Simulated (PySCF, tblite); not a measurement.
Compound: C5H13NSi2.
Atom-mapped SMILES: `[CH3:1][CH2:2][SiH2:3][C:4]#[C:5][SiH2:6][NH:7][CH3:8]` (hydrogens: H9, H10, H11 on C1; H12, H13 on C2; H14, H15 on Si3; H16, H17 on Si6; H18 on N7; H19, H20, H21 on C8)

Cartesian coordinates in Å at the GFN2-xTB level; atoms count from 1:
```
atom  x, y, z in Å
C1    -3.2200   -0.4003   -1.0198
C2    -3.3227   -0.2209    0.4905
Si3   -1.9161    0.8493    1.2019
C4    -0.3138    0.0381    0.7563
C5     0.7194   -0.5090    0.4398
Si6    2.3094   -1.3406   -0.0236
N7     3.3348   -0.0837   -0.5972
C8     3.5872    1.1372    0.1292
H9    -4.0303   -1.0243   -1.3953
H10   -3.2713    0.5615   -1.5263
H11   -2.2748   -0.8712   -1.2833
H12   -4.2890    0.2264    0.7341
H13   -3.3104   -1.2044    0.9648
H14   -2.0308    0.9221    2.6655
H15   -1.9505    2.1956    0.6122
H16    2.1496   -2.2430   -1.1665
H17    2.7706   -2.0665    1.1765
H18    4.1206   -0.3438   -1.1736
H19    4.3839    1.0290    0.8756
H20    3.8719    1.9332   -0.5624
H21    2.6734    1.4323    0.6421
```

The calculation used PBE0/pcSseg-1 in PySCF (dipole) on a GFN2-xTB geometry, gas phase.

Take the most abundant isotopes and a rigid rotor. The values belong to one conformer with, in the numbering `[CH3:1][CH2:2][SiH2:3][C:4]#[C:5][SiH2:6][NH:7][CH3:8]`, C1–C2–Si3–C4 -58°, C5–Si6–N7–C8 51°.

(1) What are A, B and C (MHz)?

(2) Classify the top.

(3) What does the inertial defect say?

(4) Predict some low-J microwave lines.

(5) Estimate the classical rotational partition function at 50 K, 100 K and 298.15 K.

Answers

(1) Ia = 187.72, Ib = 1026.35, Ic = 1108.62 u·Å²; 505379 MHz·u·Å²/I gives A = 2692, B = 492.4, C = 455.9 MHz.

(2) A near-prolate asymmetric top: κ = (2 × 492.4 − 2692 − 455.9)/(2692 − 455.9) = -0.97.

(3) Not planar: Δ = Ic − Ia − Ib = -105.45 u·Å². For a rigid frame Δ = −2 Σ m c², so Σ m c² = 52.73 u·Å² lies off the ab plane: 17.59 from hydrogen and 35.13 from heavier atoms. The atom farthest from that plane is 1.96 Å away.

(4) The dipole components are |μa| = 0.52 D, |μb| = 0.07 D, |μc| = 0.29 D. The squared components, which scale the intensities, stand as 1.00 : 0.02 : 0.32 (a : b : c). Some lines, for components of 0.1 D or more:

```json
{"type": "a", "branch": "R", "J(Ka,Kc)": "1(0,1) ← 0(0,0)", "MHz": "948", "lower level (cm⁻¹)": "0.000"}
{"type": "c", "branch": "Q", "J(Ka,Kc)": "3(1,3) ← 3(0,3)", "MHz": "2110", "lower level (cm⁻¹)": "0.190"}
{"type": "c", "branch": "Q", "J(Ka,Kc)": "1(1,1) ← 1(0,1)", "MHz": "2200", "lower level (cm⁻¹)": "0.032"}
{"type": "a", "branch": "R", "J(Ka,Kc)": "3(0,3) ← 2(0,2)", "MHz": "2843", "lower level (cm⁻¹)": "0.095"}
{"type": "a", "branch": "R", "J(Ka,Kc)": "3(2,1) ← 2(2,0)", "MHz": "2847", "lower level (cm⁻¹)": "0.391"}
{"type": "c", "branch": "R", "J(Ka,Kc)": "1(1,0) ← 0(0,0)", "MHz": "3185", "lower level (cm⁻¹)": "0.000"}
{"type": "c", "branch": "R", "J(Ka,Kc)": "2(1,1) ← 1(0,1)", "MHz": "4169", "lower level (cm⁻¹)": "0.032"}
{"type": "c", "branch": "R", "J(Ka,Kc)": "3(1,2) ← 2(0,2)", "MHz": "5173", "lower level (cm⁻¹)": "0.095"}
{"type": "c", "branch": "Q", "J(Ka,Kc)": "2(2,1) ← 2(1,1)", "MHz": "6599", "lower level (cm⁻¹)": "0.171"}
{"type": "c", "branch": "R", "J(Ka,Kc)": "2(2,0) ← 1(1,0)", "MHz": "8533", "lower level (cm⁻¹)": "0.106"}
{"type": "c", "branch": "R", "J(Ka,Kc)": "2(2,1) ← 1(1,1)", "MHz": "8569", "lower level (cm⁻¹)": "0.105"}
{"type": "c", "branch": "R", "J(Ka,Kc)": "3(2,1) ← 2(1,1)", "MHz": "9446", "lower level (cm⁻¹)": "0.171"}
{"type": "c", "branch": "R", "J(Ka,Kc)": "3(2,2) ← 2(1,2)", "MHz": "9554", "lower level (cm⁻¹)": "0.167"}
{"type": "c", "branch": "Q", "J(Ka,Kc)": "3(3,1) ← 3(2,1)", "MHz": "11088", "lower level (cm⁻¹)": "0.486"}
{"type": "c", "branch": "R", "J(Ka,Kc)": "3(3,0) ← 2(2,0)", "MHz": "13935", "lower level (cm⁻¹)": "0.391"}
{"type": "c", "branch": "R", "J(Ka,Kc)": "3(3,1) ← 2(2,1)", "MHz": "13935", "lower level (cm⁻¹)": "0.391"}
```

(5) Point group C1, symmetry number σ = 1; q = (√π/σ)·√((kT/h)³/(ABC)), k/h = 20836.6 MHz/K: 76700 at 50 K, 217000 at 100 K, 1120000 at 298.15 K.

Its lowest GFN2-xTB frequency is 5 cm⁻¹, too small to tell a flat minimum from a shallow saddle. Constants of a rigid frame at the computed geometry: no zero-point averaging, no centrifugal distortion. A rigid rotor knows nothing of inversion at nitrogen or internal rotation, which can split or shift real lines. Quadrupole hyperfine structure (14N) is left out.
